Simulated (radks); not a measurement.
Species: Hg36+. Configuration: [Kr] 4d8. All-electron calculation, scalar-relativistic Kohn-Sham, r2SCAN, spin-polarised, spherical densities, finite nucleus; open shells are filled with parallel spins first (spin-orbit coupling, left out, can overturn this in heavy ions); meta-GGA in the generalised Kohn-Sham scheme; Fermi nuclear charge, rms radius 5.4648 fm. Program: a radial shooting solver on a logarithmic mesh with Libxc functionals.

Normalised radial functions P(r) = r R(r), r in bohr:

```
   r/bohr * 3d down (the largest magnitude, 2.55, reaches the edge; | marks zero)
  0.00186 *
 0.002666 *
 0.003821 *
 0.005477 *
 0.007914 *
  0.01134 |*
  0.01626 | *
   0.0233 |   *
  0.03367 |         *
  0.04826 |                   *
  0.06917 |                                 *
  0.09915 |                                                *
   0.1433 |                                                      *
   0.2053 |                                          *
   0.2943 |                    *
   0.4218 |    *
   0.6095 *
   0.8736 *
    1.252 *
```

3d down: eigenvalue -3782.5 eV, 0 radial nodes, <r> = 0.163 bohr, 90 % of the charge inside 0.252 bohr.
